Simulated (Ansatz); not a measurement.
Problem. Name a neutral molecule of Cl, N, Ti and H with HOMO–LUMO gap (PBE/def2-TZVPP) between 3.65 and 3.95 eV and LUMO energy (PBE/def2-TZVPP) between -2.45 and -2.15 eV (Ansatz, PBE0-D4/def2-TZVP geometry).

Solution. `[NH2][Ti]([NH2])([NH2])[Cl]` (3.86 eV, -2.31 eV). Other molecules can fit too; these were computed, each in one conformer that needn't be the lowest.
